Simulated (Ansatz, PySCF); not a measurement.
The pair A = CH3Cl (SMILES CCl) (first 5 atoms), B = CH2O (SMILES C=O); geometry from B3LYP-D3(BJ)/def2-TZVP.
(charge 0, multiplicity 1):
```xyz
9

C      0.980     0.485    -0.202
Cl     1.166    -1.250     0.234
H      0.167     0.564    -0.917
H      0.755     1.036     0.707
H      1.914     0.821    -0.640
C      0.586    -0.395     3.232
O      0.434     0.785     3.064
H     -0.257    -1.108     3.179
H      1.575    -0.834     3.454
```

Cores are frozen in the correlated methods. Rows in 6-31G* carry no dispersion term and start afresh at each structure (6-31G* with six Cartesian d functions).

Run with Ansatz (Gaussian orbitals); PySCF for 6-31G* rows. 

Total energies (hartree), monomers frozen at their geometry in the pair:

```csv
structure,B3LYP/6-31G*,B3LYP/def2-TZVPPD,MP2/aug-cc-pV(D+d)Z
AB,-614.6126527,-614.7185337,-613.6549012
A in the pair's basis,-500.1088363,-500.1601142,-499.4313408
B in the pair's basis,-114.5015949,-114.5559735,-114.2189789
A,-500.1084285,-500.1600507,-499.4303364
B,-114.5003862,-114.5559324,-114.2181135
```

Work out the interaction energy without and with the counterpoise correction, and the superposition error, for each level.


E(AB) − E(A) − E(B), times 627.509 kcal/mol, with the monomers in their own basis and then in the pair's basis:
- B3LYP/6-31G*: -2.41 uncorrected, -1.39 corrected; the monomers gain 1.01 kcal/mol from borrowed functions
- B3LYP/def2-TZVPPD: -1.60 uncorrected, -1.53 corrected; the monomers gain 0.07 kcal/mol from borrowed functions
- MP2/aug-cc-pV(D+d)Z: -4.05 uncorrected, -2.87 corrected; the monomers gain 1.17 kcal/mol from borrowed functions

Ansatz is a quantum-chemistry and plane-wave program.
